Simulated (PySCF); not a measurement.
Isomers of C9H6N2, one conformer each; single-point electronic energies without zero-point terms and without any empirical dispersion term.

All values: CAM-B3LYP/def2-SVPD (PySCF, non-relativistic), each on one gas-phase PBE0-D3(BJ)/def2-SVP geometry that isn't relaxed in the solvent. The solvent is an IEF-PCM continuum (Bondi radii, 1.10 Å for H, scaled by 1.2). Only the electrostatic response of the medium enters.

| isomer | relative energy, gas (kJ/mol) | dipole (D) |
| --- | --- | --- |
| `C#Cc1cn2ccccc2n1` | 0.0 | 3.92 |
| `N#CCC1=C[C@H]2[C@@H]3[C@H]2[C@]13C#N` | 204.9 | 4.47 |

Task: How do the relative energies look in acetone (ε = 20.49)?

Result: 
| isomer | relative energy, solvent (kJ/mol) | E(solvent) − E(gas) (kJ/mol) | dipole in solvent (D) |
| --- | --- | --- | --- |
| `C#Cc1cn2ccccc2n1` | 0.0 | -38.0 | 5.82 |
| `N#CCC1=C[C@H]2[C@@H]3[C@H]2[C@]13C#N` | 195.7 | -47.2 | 5.57 |

The order is unchanged. Conformers: `[N:1]#[C:2][CH2:3][C:4]1=[CH:5][C@H:6]2[C@@H:7]3[C@H:8]2[C@:9]13[C:10]#[N:11]` with C2–C3–C4–C5 0°. `N#CCC1=C[C@H]2[C@@H]3[C@H]2[C@]13C#N` gains most from the continuum, and it has the largest gas-phase dipole. The gains span 9.2 kJ/mol, the gas-phase energies 204.9 kJ/mol.
